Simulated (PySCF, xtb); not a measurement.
Ga(H)2(vinyl) (C2H5Ga), SMILES C=[CH][GaH2].

GFN2-xTB (xtb) at its own geometry gives an orbital gap of 4.15 eV and a dipole moment of 1.45 D.

Geometry optimised at TPSSh-D3(BJ)/def2-SVP.

Task: What does M06-2X/def2-TZVPD (PySCF) give? (Estimate from the structure and the level; the computed values follow.)

Result: gap 8.02 eV (levels -9.18 and -1.15 eV), dipole 0.71 D.
